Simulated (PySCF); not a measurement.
(NaNH2)2 ring, H4N2Na2.
Geometry (PBE0-D3(BJ)/def2-SVP, Å), atoms numbered from 1 in this order:
```
atom  x, y, z in Å
Na1   -0.7652   -1.0234   -0.6220
N2    -1.1282    0.0248    1.3543
Na3    0.7605    1.0263    0.6198
N4     1.1281   -0.0236   -1.3551
H5    -1.1069   -0.5219    2.2205
H6    -1.9800    0.5805    1.4780
H7     1.9790   -0.5824   -1.4720
H8     1.1127    0.5198   -2.2234
```

Jobs on this species (8 atoms, 40 electrons) with PySCF (density fitting). Hardware of each: x86-64 server, one thread, no GPU, on a shared host. The host was shared with other jobs, so the times are rough.

Question: Rank these jobs by wall time, shortest first.
A. PBE0-D3(BJ)/def2-SVP, grid level 1; geometry optimisation from a GFN2-xTB start; 78 basis functions
B. B3LYP/pcSseg-1; shieldings; 86 basis functions
C. CAM-B3LYP/def2-SVPD; 10 singlets by full TDDFT, 4 Tamm–Dancoff triplets, polarisability, ΔSCF ions; 108 basis functions

Answer: B (3.5 s), A (11 s), C (23 s).

All jobs:

| level and settings | work | basis functions | SCF cycles | wall time |
| --- | --- | --- | --- | --- |
| B3LYP/pcSseg-1 | shieldings | 86 | 13 | 3.5 s |
| PBE0/pcSseg-1 | shieldings, charges and field gradients | 86 | 12 | 4.6 s |
| delta-SCF UKS SCAN, pcX-2 on the ionised atom, pcseg-1 elsewhere, spin-free X2C | ΔSCF core ionisation, 2 holes | 103 | 32 | 4.9 s |
| PBE0-D3(BJ)/def2-SVP, grid level 1 | geometry optimisation from a GFN2-xTB start | 78 | 35 | 11 s |
| CAM-B3LYP/def2-SVPD | 10 singlets by full TDDFT, 4 Tamm–Dancoff triplets, polarisability, ΔSCF ions | 108 | 12 | 23 s |

What do all jobs in the table cost together?

About 47 s; the longest takes about 49 % of that, and about 6.6 times as long as the shortest.
